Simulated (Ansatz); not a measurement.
Input file for Ansatz (a program for electronic structure): R-CAM-B3LYP/def2-TZVPP on H2 (SMILES [H][H]).

Ansatz 0.2 input:
```yaml
crystal:
  periodic: [false, false, false]
  atoms:
    - {symbol: H, position_ang: [0.00000000, 0.00000000, 0.37198582]}
    - {symbol: H, position_ang: [-0.00000000, -0.00000000, -0.37198582]}
basis:
  gaussian:
    orbitals: def2-TZVPP
hamiltonian:
  xc: {name: CAM-B3LYP}
scf: {lower_state_search: off}
```

It printed:

```
WARN ansatz: RAYON_NUM_THREADS=4 ignored (pool sized by the plan → 4); use --threads N
Functional definition: CAM-B3LYP
these checks for a lower state are left out or cut short: stability, starts, cluster_reference, orbital_swaps, neighbouring_geometries, increment
integrals: 0.00 GiB planned
118 factors; their error is unknown
integrals: 0.04 GiB planned
42 factors; integrals over basis functions are off by at most 6.3e-5 eV
mean field: 0.05 GiB planned
mean field evaluation 1: about -31.8532 eV, gradient 3.5e0 eV
mean field evaluation 2: about -31.8814 eV, gradient 2.2e-1 eV
mean field evaluation 4: about -31.8809 eV, gradient 2.1e-1 eV
mean field evaluation 8: about -31.8803 eV, gradient 5.5e-5 eV
mean field -31.88027480 eV, -1.1715784898 hartree, gradient 1.8e-6 eV, S^2 0.000000; 0 other end points of the search recorded, 0 dependent functions left out
reference -31.88034469 eV, -1.1715810582 hartree; 1, 1 occupied and 27, 27 virtual orbitals, 118 factors
Total energy: -31.88034469 eV, -1.1715810582 hartree
Checks for a lower state left out: stability, starts, cluster_reference, orbital_swaps, neighbouring_geometries, increment
```

The run converged.

Cost: very roughly 0.3 core-seconds.
